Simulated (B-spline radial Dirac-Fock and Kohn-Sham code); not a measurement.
Two-hole binding energies of Lu³²⁺

System: the Lu³²⁺ ion in the configuration [Kr] 4d3.

Input file task.json (cfg lists n, l and occupation; rrms is the nuclear radius in fm):

```json
{"items": [{
  "Z": 71,
  "q": 32,
  "cfg": [[1, 0, 2], [2, 0, 2], [2, 1, 6], [3, 0, 2], [3, 1, 6], [3, 2, 10], [4, 0, 2], [4, 1, 6], [4, 2, 3]],
  "A": 175,
  "rrms": 5.37,
  "do": ["binding", "quiet", "double"]
}]}
```

Command: `python xray_run.py task.json out`

Level of theory: multi-electron Dirac-Fock with separately optimised hole states, Breit and Lamb-shift corrections added in first order; a radial B-spline solver. U is the two-hole binding energy less the two single-hole energies, the effective repulsion of the holes after relaxation. Each two-hole energy is an average over J within one jj subconfiguration.

| holes | E(a) (eV) | E(b) (eV) | E(ab) (eV) | U (eV) |
| --- | --- | --- | --- | --- |
| 1s⁻² | 64597.5 | 64597.5 | 130549.2 | 1354.2 |
| 1s⁻¹ 2p3/2⁻¹ | 64597.5 | 10537.1 | 75502.2 | 367.6 |
| 2s⁻¹ 2p1/2⁻¹ | 12169.5 | 11642.0 | 24056.8 | 245.3 |
| 2p1/2⁻¹ 2p3/2⁻¹ | 11642.0 | 10537.1 | 22455.8 | 276.7 |
| 2p3/2⁻² | 10537.1 | 10537.1 | 21343.4 | 269.1 |
| 2s⁻¹ 3p1/2⁻¹ | 12169.5 | 3529.6 | 15831.1 | 132.0 |
| 2s⁻¹ 3p3/2⁻¹ | 12169.5 | 3285.3 | 15580.0 | 125.2 |
| 2s⁻¹ 3d5/2⁻¹ | 12169.5 | 2851.5 | 15155.1 | 134.0 |
| 2p1/2⁻¹ 3p3/2⁻¹ | 11642.0 | 3285.3 | 15057.0 | 129.7 |
| 2p3/2⁻¹ 3s⁻¹ | 10537.1 | 3758.8 | 14422.2 | 126.3 |
| 2p3/2⁻¹ 3p1/2⁻¹ | 10537.1 | 3529.6 | ? | ? |
| 2p3/2⁻¹ 3d3/2⁻¹ | 10537.1 | 2903.7 | 13580.0 | 139.2 |
| 3d3/2⁻² | 2903.7 | 2903.7 | 5918.6 | 111.2 |
| 3d5/2⁻² | 2851.5 | 2851.5 | 5812.7 | 109.7 |

Task: Give the missing two-hole energy and U.

Result: E(ab) = 14201.2 eV and U = 134.5 eV.

Values without a named source are computed, but for edge energies of neutral atoms, which are taken from tables.
